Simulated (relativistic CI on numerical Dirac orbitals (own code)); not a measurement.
What each ingredient does to the levels of Pb⁴⁶⁺

Base calculation: Dirac-Coulomb-Breit CI, orbitals from a KLI potential per configuration, model QED (radiative potential, 1s self-energy scaled to tabulated hydrogen-like ionisation energies), unscaled Slater integrals.

CI space (outside the closed core [Ar] 3d10): 4s2 4p6, 4s2 4p5 4d, 4s 4p6 4d, 4s2 4p5 4f, 4s 4p6 4f, 4p6 4d 4f, 4s2 4p5 5s, 4s2 4p5 5p, 4s 4p6 5s, 4s2 4p5 5d, 4s2 4p5 5f, 4s 4p6 5p, 4s2 4p5 5g, 4s 4p6 5d, 4p6 4f 5s, 4s 4p6 5f, 4s2 4p5 6s, 4s2 4p5 6p, 4s 4p6 5g, 4s2 4p5 6d, 4s2 4p5 6f, 4p6 4d2, 4p5 4d3, 4p5 4d2 4f, 4p5 4d2 5s, 4p5 4d2 5p, 4p6 4f2, 4p5 4d 4f2, 4p5 4f3, 4p5 4f2 5s, 4p5 4f2 5p, 4p6 4d 5s, 4p5 4d 4f 5s, 4p5 4d 5s2, 4p5 4d 5s 5p. Double excitations out of closed p, d and f shells are left out; levels of such configurations are missing from the list, as are those of other unlisted configurations, and high levels can miss mixing partners. These lack a partner that the ground configuration has and come out too high: 4s2 4p5 5d, 4s2 4p5 5f, 4s2 4p5 5g, 4s2 4p5 6s, 4s2 4p5 6p.

The lowest level and the first level of each name with at least 55 % of one term (blank where a level has no safe partner in the second run):

| Level | Base (eV) | Shift (eV) |
| --- | --- | --- |
| 4s2 4p6 1S_0 | 0.000 | 0.000 |
| 4s2 4p5 4d 3P°_0 | 177.080 | -0.027 |
| 4s2 4p5 4d 3P°_1 | 183.093 | -0.027 |
| 4s2 4p5 4d 3F°_3 | 185.953 | -0.027 |
| 4s2 4p5 4d 3F°_4 | 215.208 | -0.027 |
| 4s2 4p5 4d 3D°_3 | 224.667 | -0.027 |
| 4s2 4p5 4d 3F°_2 | 344.076 | -0.029 |
| 4s2 4p5 4f 3D_1 | 431.615 | -0.159 |
| 4s2 4p5 4f 3D_2 | 438.741 | -0.164 |
| 4s2 4p5 4f 3G_4 | 443.092 | -0.179 |
| 4s2 4p5 4f 3F_3 | 446.517 | -0.175 |
| 4s2 4p5 4f 3G_5 | 449.490 | -0.180 |
| 4s2 4p5 4f 3F_4 | 457.650 | -0.178 |
| 4s2 4p5 4f 1D_2 | 459.497 | -0.176 |
| 4s 4p6 4d 3D_1 | 487.816 | -0.012 |
| 4s 4p6 4d 3D_2 | 489.515 | -0.008 |
| 4s 4p6 4d 3D_3 | 516.404 | -0.002 |
| 4s 4p6 4d 1D_2 | 525.729 | +0.005 |
| 4s2 4p5 4f 3G_3 | 603.087 | -0.188 |
| 4s 4p6 4f 3F°_2 | 740.881 | -0.143 |
| 4s 4p6 4f 3F°_3 | 742.624 | -0.144 |
| 4s 4p6 4f 3F°_4 | 749.883 | -0.145 |

At this charge energies of transitions that change n are usually good to better than 1 %, and those within a shell (Δn = 0) to a few per cent.

**Question.** One thing was changed in a second run, which moved the levels as shown. Which?
A. one mean potential for all configurations
B. QED terms removed
C. P86 correlation estimate
D. configuration mixing switched off
E. Breit term removed

**Answer.** A. One mean potential for all configurations. One potential for all configurations removes the relaxation of the orbitals, which moves whole configurations and changes the integrals a little.

LS names give the leading component of a level, which can be under half, so a name can repeat, a term be missing and a line seem to break the LS rules.
